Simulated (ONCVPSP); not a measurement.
## Configuration tests for Mo (Z = 42) (ONCV)

ONCVPSP 4.0.1 input, shortened (lines: element, Z, core and valence counts, functional; n l f; lmax; l rc ep ncon nbas qcut; lloc lpopt rc5 dvloc0; l nproj debl; icmod fcfact rcfact), PBEsol, scalar-relativistic:

```
  Mo 42.00    8    3  -116133      upf
    1    0    2.00
    2    0    2.00
    2    1    6.00
    3    0    2.00
    3    1    6.00
    3    2   10.00
    4    0    2.00
    4    1    6.00
    4    2    5.00
    5    0    0.75
    5    1    0.25
    2
    0    2.95    0.00    4    7    2.10
    1    3.35    0.00    4    8    2.20
    2    2.35    0.00    4    9    5.50
    4    5    1.95    0.00
    0    3    0.80
    1    2    0.70
    2    1    1.50
    0    0.00    0.00
```

Energies are relative to the spin-unpolarised reference configuration 4d5 5s0.75 5p0.25; without spin polarisation the order of configurations can differ from experiment. Not all tests gave a result: 1 of 4 tests not solved or not reliable.

```
valence configuration  charge  ΔE all-electron (eV)  error AE − PS (meV)
          4d5 5s1 5p0       0                -0.781                 +0.3
          4d5 5s0 5p0      +1                 6.124                 +2.5
          4d4 5s1 5p1       0                 2.980                  -33
```

Note: no bound ghost flagged; GHOST(+) flagged for p at 34.4 eV, s at 37.3 eV.
